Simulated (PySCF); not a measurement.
# SmF: frontier orbitals

PBE at R = 2.059 Å; basis Sm x2c-SVPall, F x2c-SVPall; spin-free X2C with a Gaussian nucleus; PySCF 2.14. State: octet, about 6.0 electrons in the 4f shell (Mulliken), real f orbitals that mix terms. Only the outer orbitals are listed, counted within each symmetry.

```csv
spin,orbital,occ.,ε (eV),on Sm (%),main shells (%)
α,15σ,1,-3.28,100,89 Sm s
α,3δ,1,-2.74,100,100 Sm f
α,1φ,1,-2.73,100,99 Sm f
α,1φ,1,-2.73,100,99 Sm f
α,8π,1,-2.39,100,99 Sm f
α,8π,1,-2.39,100,99 Sm f
α,16σ,1,-2.26,99,94 Sm f
α,3δ,0,-2.21,100,100 Sm f
α,4δ,0,-1.45,100,100 Sm d
α,4δ,0,-1.42,100,100 Sm d
β,15σ,0,-2.19,100,92 Sm s
β,3δ,0,-0.32,100,100 Sm d
β,3δ,0,-0.22,100,100 Sm d
```

Which are the highest filled and the lowest empty level, where do they sit, and how wide is the gap?

Highest filled α 16σ at -2.26 eV (in %: 94 Sm f); lowest empty α 3δ at -2.21 eV (in %: 100 Sm f); the gap at PBE is 0.05 eV.

- bond order (Mayer): 1.15
- ⟨S²⟩: 15.755
- charge on Sm (Mulliken, basis-dependent): 0.35
- charge on Sm (Löwdin, basis-dependent): 0.15
- dipole moment (positive dipole means Sm(−)F(+)): -3.06 D
- polarisability along the bond: 90.8 bohr³
- polarisability across the bond: 135.2 bohr³

Spin–orbit coupling is left out. With d or f electrons several states lie close, and the lowest PBE0 determinant need not be the measured ground state.
